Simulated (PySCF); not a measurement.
(Z)-1-chlorobut-1-ene (C4H7Cl), SMILES Cl/C=C\CC. Atoms are numbered in the order given.

```xyz
12

C     -2.2854     1.0682    -0.3797
C     -1.2602    -0.0111    -0.7585
C     -0.6913    -0.7176     0.4354
C      0.5922    -0.7355     0.8377
Cl     1.8925     0.0704    -0.0012
H     -2.7126     1.5466    -1.2838
H     -1.8173     1.8608     0.2382
H     -3.1274     0.6426     0.2049
H     -1.7505    -0.7628    -1.4174
H     -0.4329     0.4339    -1.3478
H     -1.3977    -1.2713     1.0803
H      0.9330    -1.2696     1.7370
```
Charge 0, spin multiplicity 1.

Geometry: PBE-D3(BJ)/def2-SVP. One conformer was computed; it need not be the lowest.

Calculation: PySCF with HF/pcSseg-1.

GIAO shieldings, no solvent; atoms listed in one row are averaged. δ = σ(ref) − σ: ¹³C against TMS (σ = 192.6 ppm); ³⁵Cl against HCl (σ = 958.2 ppm); ¹H against TMS (σ = 31.99 ppm), references at their B3LYP-D3(BJ)/def2-TZVP geometries, non-relativistic (without spin–orbit terms, shifts of atoms bonded to Cl or Br come out too high).

| nucleus | atoms | count | δ (ppm) |
|---|---|---|---|
| ¹³C | C3 | 1 | 148.0 |
| ¹³C | C4 | 1 | 133.8 |
| ¹³C | C2 | 1 | 23.5 |
| ¹³C | C1 | 1 | 18.8 |
| ³⁵Cl | Cl5 | 1 | 111.9 |
| ¹H | H12 | 1 | 6.46 |
| ¹H | H11 | 1 | 6.32 |
| ¹H | H10 | 1 | 3.18 |
| ¹H | H9 | 1 | 2.19 |
| ¹H | H6, H7, H8 | 3 | 1.63 |
